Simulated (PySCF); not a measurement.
## Electron correlation in K²⁺ (potassium, charge +2)

[Ne] 3s2 3p5, 2P determinant. Calculation: PySCF 2.14, in pcseg-2 (6s4p3d, 33 functions); the non-relativistic Hamiltonian (point nucleus). Frozen: [Ne] 3s2; 5 electrons correlated.

Total MP2 correlation energy: -81.13 mhartree.

Same-spin part -24.87 and opposite-spin part -56.26 mhartree; SCS-MP2 scales them by 1/3 and 6/5 to -75.80 mhartree.

```csv
level,correlation energy (mhartree)
CCSD,-97.11
(T),-0.36
CCSD(T),-97.47
```

Diagnostics: T1 = 0.0020, D1 = 0.0033, largest double amplitude 0.025.

Cost of the coupled-cluster step: 0.2 s of wall time on 1 thread of Intel(R) Xeon(R) 6975P-C (shared host), for 5 correlated electrons.

Iterations:

```
CC2 = 0
CCSD nocc = (np.int64(3), np.int64(2)), nmo = (27, 27)
frozen orbitals [[0, 1, 2, 3, 4, 5], [0, 1, 2, 3, 4, 5]]
max_cycle = 100
direct = 0
conv_tol = 1e-08
conv_tol_normt = 1e-06
diis_space = 8
diis_start_cycle = 0
Init t2, MP2 energy = -0.08113075382696
Init E_corr(UCCSD) = -0.0811307538324244
cycle = 1  E_corr(UCCSD) = -0.094233791120002  dE = -0.0131030373  norm(t1,t2) = 0.0275301
cycle = 2  E_corr(UCCSD) = -0.0964722616308575  dE = -0.00223847051  norm(t1,t2) = 0.00650089
cycle = 3  E_corr(UCCSD) = -0.0971284444591054  dE = -0.000656182828  norm(t1,t2) = 0.00208189
cycle = 4  E_corr(UCCSD) = -0.0971126053671195  dE = 1.5839092e-05  norm(t1,t2) = 0.000262105
cycle = 5  E_corr(UCCSD) = -0.0971138534089834  dE = -1.24804186e-06  norm(t1,t2) = 2.76579e-05
cycle = 6  E_corr(UCCSD) = -0.0971136923734619  dE = 1.61035522e-07  norm(t1,t2) = 4.76024e-06
cycle = 7  E_corr(UCCSD) = -0.097113709781624  dE = -1.74081622e-08  norm(t1,t2) = 7.67829e-07
cycle = 8  E_corr(UCCSD) = -0.0971137117924765  dE = -2.01085242e-09  norm(t1,t2) = 1.66122e-07
UCCSD converged
E(UCCSD) = -597.981821175479  E_corr = -0.09711371179247646
UCCSD(T) correction = -0.000355847902450941
```
